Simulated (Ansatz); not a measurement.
`[AlH2][SiH]([SiH3])Cl` + `CNC` → `CN(C)[SiH]([SiH3])Cl` + `[AlH3]` at 298.15 K and 1 bar (cleavage of the Si–Al bond).

Isolated molecules relaxed with PBE0-D4/def2-TZVP in Ansatz; ΔE leaves out vibrations. CCSD(T)/CBS adds triple-zeta CCSD(T) − MP2 to the extrapolated MP2 energy (def2 sets, frozen cores). This one scheme is used for every species. Each species was taken in one conformer, which may not be the lowest.

```tsv
species	CCSD(T)/CBS energy (Eh)	H − E (kJ/mol)	S (J/(mol·K))
`[AlH2][SiH]([SiH3])Cl`	-1283.57831	153.3	393.0
`CNC`	-135.00321	256.9	271.4
`CN(C)[SiH]([SiH3])Cl`	-1174.82266	340.5	420.3
`[AlH3]`	-243.78045	58.9	207.5
```

H − E and S are ideal-gas, rigid-rotor, harmonic terms from PBE0-D4/def2-TZVP, for one conformer and one mirror image of each species. 1 Eh = 2625.50 kJ/mol, R = 8.31446 J/(mol·K).

Question: By hand: ΔE, ΔH, ΔS and ΔG.

Answer: ΔE = (-1174.82266) + (-243.78045) − (-1283.57831) − (-135.00321) = -0.02159 Eh = -56.7 kJ/mol. Δ(H − E) = 340.5 + 58.9 − 153.3 − 256.9 = -10.8, so ΔH = -67.5 kJ/mol. ΔS = 420.3 + 207.5 − 393.0 − 271.4 = -36.6 J/(mol·K). ΔG = -67.5 − 298.15 × (-36.6)/1000 = -56.6 kJ/mol.

Question: By hand: the equilibrium constant, and the temperature at which ΔG would vanish if ΔH and ΔS stayed fixed.

Answer: log₁₀ K = −ΔG/(RT ln 10) = 9.9. ΔG = 0 at ΔH/ΔS = 1844 K.

ΔH outweighs TΔS. A doubt of 5 kJ/mol in ΔE shifts log₁₀ K by 0.9 here. Other conformers and mirror images would add mixing entropy, several J/(mol·K) or more a flexible species. Modes under 60 cm⁻¹, often nearly free rotors, make the harmonic entropy too high. These are equilibria of isolated gas molecules and say nothing of rates. Largest T1 diagnostic: 0.012 (customary marks: 0.02 for closed shells, 0.045 for open ones).
